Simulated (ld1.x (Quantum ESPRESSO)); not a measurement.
**molybdenum: excitation energies, all-electron against ultrasoft**

- Element: Mo (Z = 42)
- Generator: ld1.x (Quantum ESPRESSO) 7.5
- Type: ultrasoft
- Functional: BLYP
- Relativity: scalar-relativistic
- Frozen core: [Kr]
- Valence charge: 6
- Reference configuration: 4d6 5s0 5p0
- Partial waves: 5s (bound, empty): rcut 2.15, rcutus 3.00 bohr; 5s channel at 0.7 Ry: rcut 2.15, rcutus 3.00 bohr; 5p (bound, empty): rcut 3.00, rcutus 3.30 bohr; 5p channel at 1.7 Ry: rcut 3.00, rcutus 3.30 bohr; 4d (bound): rcut 2.10, rcutus 2.35 bohr; 4d channel at 1.4 Ry: rcut 2.10, rcutus 2.35 bohr
- Local potential: all-electron potential smoothed inside 2.10 bohr (lloc = -1)
- Core correction: a·sin(br)/r model core inside 1.95 bohr
- Augmentation charge: PSQ, inside the norm-conserving radii

Energies are relative to the spin-unpolarised reference configuration 4d6 5s0 5p0; without spin polarisation the order of configurations can differ from experiment.

(1) Give the all-electron excitation energy and the error of the potential for: 4d5 5s1 5p0; 4d5 5s0 5p0; 4d4 5s0 5p0; 4d4 5s1 5p1; 4d2 5s0 5p0; 4d5.5 5s0.5 5p0; 4d5 5s0 5p1.

Levels in the configuration 4d5.5 5s0.5 5p0:

| level | all-electron (eV) | pseudo (eV) |
| --- | --- | --- |
| 4d | -2.885 | -2.906 |
| 5s | -3.748 | -3.730 |

Note: ghost state, extra bound levels that the all-electron valence spectrum of the same l lacks: s at -9.4 eV. A true bound ghost makes a file unfit for plane-wave use.

## Answers

(1)

```tsv
valence configuration	charge	ΔE all-electron (eV)	error AE − PS (meV)
4d5 5s1 5p0	0	-0.847	-42
4d5 5s0 5p0	+1	6.088	-22
4d4 5s0 5p0	+2	21.490	-290
4d4 5s1 5p1	0	2.815	-264
4d2 5s0 5p0	+4	87.539	-3792
4d5.5 5s0.5 5p0	0	-0.525	-7.6
4d5 5s0 5p1	0	2.314	-31
```

These tests converged, but a pseudo level misses the all-electron one widely, so the file describes the atom poorly there or has found another state: 4d2 5s0 5p0: 4d by 3.3 eV (a node warning on the way).
